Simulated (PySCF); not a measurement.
Species: C₇H₇NS₂.
SMILES: `N(c1sc2c(scc2)c1)C`

Method: PySCF, TDDFT B3LYP/def2-SVPD, vertical, gas phase, core orbitals frozen in the response. Isolated species at its PBE0-D3(BJ)/def2-SVP geometry (one conformer only). Torsions of this conformer, `[CH3:1][NH:2][c:3]1[cH:4][c:5]2[s:6][cH:7][cH:8][c:9]2[s:10]1`: C1–N2–C3–C4 10°.

Computed states:

```csv
state,E (eV),f
S1,4.00,0.0087
S2,4.29,0.310
S3,4.61,0.0023
S4,4.79,0.0039
S5,4.97,0.027
S6,5.03,0.018
S7,5.12,0.044
S8,5.21,0.0009
S9,5.40,0.0013
S10,5.56,0.0008
```

Broadening: Gaussians 0.5 eV wide at half height, area fixed by f = 4.319×10⁻⁹ ∫ε dν̃. The width is an assumption, not a result. The curve ends short of the highest state used, and states not computed would add to its high-energy end.

(1) What does the envelope look like, and where are its maxima?

(2) Coming from long wavelengths, where does ε first pass 100 L mol⁻¹ cm⁻¹?

(3) On this curve, what absorbance would a 10⁻⁵ mol/L sample give at 280 nm over a 1 cm path?

Answers

(1) 
| λ (nm) | ε (L mol⁻¹ cm⁻¹) |
| --- | --- |
| 250.1 | 4517 |
| 255.8 | 3785 |
| 261.5 | 3769 |
| 267.2 | 5425 |
| 272.9 | 8831 |
| 278.6 | 12941 |
| 284.3 | 16068 |
| 290.0 | 16920 |
| 295.8 | 15295 |
| 301.5 | 12123 |
| 307.2 | 8569 |
| 312.9 | 5494 |
| 318.6 | 3248 |
| 324.3 | 1799 |
| 330.0 | 947 |
| 335.8 | 475 |
| 341.5 | 234 |
| 347.2 | 113 |
| 352.9 | 54 |
| 358.6 | 25 |
| 364.3 | 12 |
| 370.0 | 5 |
| 375.7 | 2 |
| 381.5 | 1 |

Maxima: 289 nm (4.29 eV), ε about 17000, made up of S2 (99%) (ε in L mol⁻¹ cm⁻¹; maxima over ε = 5, shares over 10%). At its high-energy end, 4.96 eV, the curve is still rising (ε about 4500, from S5, S6 and S7).

(2) At about 348 nm (3.56 eV), 0.44 eV below S1.

(3) 280 nm is 4.428 eV, where ε is about 14000 L mol⁻¹ cm⁻¹, so A = ε c l ≈ 0.14 (Beer–Lambert, with the gas-phase spectrum and the assumed width).

The vertical ionisation energy (ΔSCF) is 6.97 eV, 1.41 eV above S10.

Time: 8.7 min of wall time (grids of density and orbitals included); peak memory 1.1 GiB. Hardware: Intel Xeon at 2.50 GHz, one thread, shared host with 64 logical CPUs at a one-minute load of 63.
